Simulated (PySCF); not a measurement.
B(H)(OMe)(PH2) (CH6BOP), SMILES COBP.

Coordinates come from a B3LYP-D3(BJ)/def2-SVP optimisation. The values are those of a single conformer.

All values below come from PySCF with r2SCAN/def2-TZVP.

Gas-phase values at a fixed geometry.

Computed frontier levels, gap, dipole moment and polarisability:
The highest occupied level is -6.31 eV and the lowest empty level comes out as -1.22 eV. The orbital gap is 5.09 eV and the dipole moment is 1.67 D. The quadrupole, principal values (traceless, Buckingham form, about the centre of nuclear charge) comes out as -6.49, 0.70, 5.79 D·Å and the mean static polarisability is 57.9 bohr³ (8.58 Å³). The polarisability, principal values is 46.2, 58.0, 69.5 bohr³.
